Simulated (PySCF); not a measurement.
## Adding and removing an electron: BPb

r²SCAN; PySCF, scalar-relativistic core potentials, basis sets B cc-pVDZ, Pb cc-pVDZ-PP with ECP60. Neutral (UKS): quartet (σ ↑, π ↑↑), Re = 2.270 Å, ωe = 503 cm⁻¹, De = 2.68 eV, HOMO -5.22 eV, LUMO -3.25 eV.

BPb⁺ (UKS): triplet (σ ↑, π ↑), Re = 2.475 Å, ωe = 383 cm⁻¹. The energies at the minima are -217.65437 hartree for BPb and -217.36929 for BPb⁺.

Q: Work out the adiabatic ionisation energy, without and with harmonic zero-point energies (1 hartree = 27.2114 eV, 1 eV = 8065.5 cm⁻¹), and the change of the bond length.

A: At r²SCAN: 0.28508 hartree = 7.757 eV between the minima; the zero-point term (383.0 − 503.0)/2 cm⁻¹ = -0.007 eV makes it 7.750 eV. Re changes by +20.5 pm against the neutral. The electron leaves a π orbital, and the longer bond of the ion fits a bonding orbital, or a change in how ionic the bond is.

These are scalar-relativistic numbers at best; spin–orbit coupling would shift them, the dissociation energy most. States were picked by a PBE0 search and need not be the measured ground states.
